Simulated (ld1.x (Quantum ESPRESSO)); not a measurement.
**Which change was made? (Co, TM)**

| Quantity | Value |
| --- | --- |
| Element | Co (Z = 27) |
| Generator | ld1.x (Quantum ESPRESSO) 7.5 |
| Type | norm-conserving Troullier–Martins (Kleinman–Bylander form) |
| Functional | PBE |
| Relativity | scalar-relativistic |
| Frozen core | [Ar] |
| Valence charge | 9 |
| Reference configuration | 3d6 4s0 4p0 (charge +3) |
| Partial waves | 4s (bound, empty): rc 2.00 bohr; 4p (bound, empty): rc 1.85 bohr; 3d (bound): rc 1.25 bohr |
| Local potential | all-electron potential smoothed inside 1.15 bohr (lloc = -1) |
| Core correction | Bessel-smoothed model core, default radius (core density twice the valence density) |

Cutoffs, loose and tight: the cutoffs (Ry, on a coarse ladder) from which the occupation-weighted sum of valence levels, in a spherical-Bessel basis at the reference potential, stays within 10 and 1 mRy of its value at 400 Ry. They do not see the model core or the augmentation charge, which bear on the density cutoff. Test errors are all-electron minus pseudo excitation energies from the reference, over the configurations 3d7 4s2 4p0; 3d7 4s1 4p0; 3d7 4s0 4p0; 3d5 4s0 4p0; 3d7.5 4s1.5 4p0; 3d7 4s0 4p2; 3d8 4s0 4p0; variants that change the core or the reference have their own tests. The largest error is taken over the tests solved by every variant that gives reliable tests at all, those not shown here included: 3d5 4s0 4p0; 3d7 4s0 4p0; 3d7 4s1 4p0; 3d7 4s2 4p0; 3d7.5 4s1.5 4p0; 3d8 4s0 4p0.

The base gives: outcome: generated; cutoff, loose: 140 Ry; cutoff, tight: 230 Ry; bound ghosts: s, p; largest test error (meV): -621.

(1) After one change the result is: outcome: generated; cutoff, loose: 200 Ry; cutoff, tight: 300 Ry; bound ghosts: s, p; largest test error (meV): -626. Which change was it?
A. wave 3d (bound): rc 1.25 bohr becomes 3d (bound): rc 1.00 bohr
B. wave 3d (bound): rc 1.25 bohr becomes 3d (bound): rc 0.86 bohr
C. wave 3d (bound): rc 1.25 bohr becomes 3d (bound): rc 1.44 bohr
D. wave 3d (bound): rc 1.25 bohr becomes 3d (bound): rc 1.88 bohr

Answers

(1) A. The others give: wave 3d (bound): rc 1.25 bohr becomes 3d (bound): rc 1.44 bohr → outcome: generated; cutoff, loose: 120 Ry; cutoff, tight: 200 Ry; bound ghosts: s, p; largest test error (meV): -607 | wave 3d (bound): rc 1.25 bohr becomes 3d (bound): rc 1.88 bohr → outcome: generated; cutoff, loose: 80 Ry; cutoff, tight: 140 Ry; bound ghosts: s, p; largest test error (meV): -450 | wave 3d (bound): rc 1.25 bohr becomes 3d (bound): rc 0.86 bohr → outcome: generated; cutoff, loose: 260 Ry; cutoff, tight: over 300 Ry; bound ghosts: s, p; largest test error (meV): -627.
